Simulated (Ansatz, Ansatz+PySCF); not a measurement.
| atom | x (Å) | y (Å) | z (Å) |
| --- | --- | --- | --- |
| H | 0.0000 | 0.3521 | -1.2723 |
| Si | 0.0000 | -0.7608 | -0.0259 |
| F | 0.0000 | 0.4087 | 1.2982 |

Basis set: def2-SVP (spherical functions). Left uncorrelated: 6 orbitals. Charge 0, multiplicity 1.

Computed with Ansatz (development build ahead of 0.2.0); each method stands on the lowest determinant of its kind that the runs found. Restricted open shells among the atoms or ions are ROHF, correlated in semicanonical orbitals with singles.

Q: Give the atomization energy at this shape (free ground-state atoms in the same class of orbitals less the molecule, no zero-point energy) of singlet SiHF by RHF-CCSD(T), RHF-MP2, UHF-MP2, RHF, UHF.

A:

```
     method  atomization energy
RHF-CCSD(T)        799.5 kJ/mol
    RHF-MP2        811.1 kJ/mol
    UHF-MP2        800.7 kJ/mol
        RHF        595.1 kJ/mol
        UHF        578.4 kJ/mol
```

Caution: the shape is not the minimum. Caution for UHF-MP2, UHF: the unrestricted determinant is spin contaminated.
